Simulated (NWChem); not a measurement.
Species: CH2BFO2; SMILES O=CB(O)F

```xyz
7

O     -0.0617     2.0106     0.0000
C      0.6207     0.9989     0.0000
B     -0.0103    -0.4861     0.0000
O     -1.3480    -0.6584     0.0000
F      0.8280    -1.5391     0.0000
H      1.7575     1.0733     0.0000
H     -1.6039    -1.6010     0.0000
```
Atoms are numbered in this order, from 1.

All runs: NWChem. The geometry was optimised at PBE-D3(BJ)/def2-SVP. Level M06-2X/def2-SVP: energy and gradient on several grids; changes count from the extra-fine grid, which is no exact limit either.

```tsv
grid	size of the energy change (μHa)	largest change of a gradient component (μHa/bohr)	time, medium = 1 (rough)
xcoarse	20000	3000	about 1
coarse	1000	400	about 1
medium	80	80	about 1
fine	< 10	70	about 1
xfine	< 10	< 30	2
```
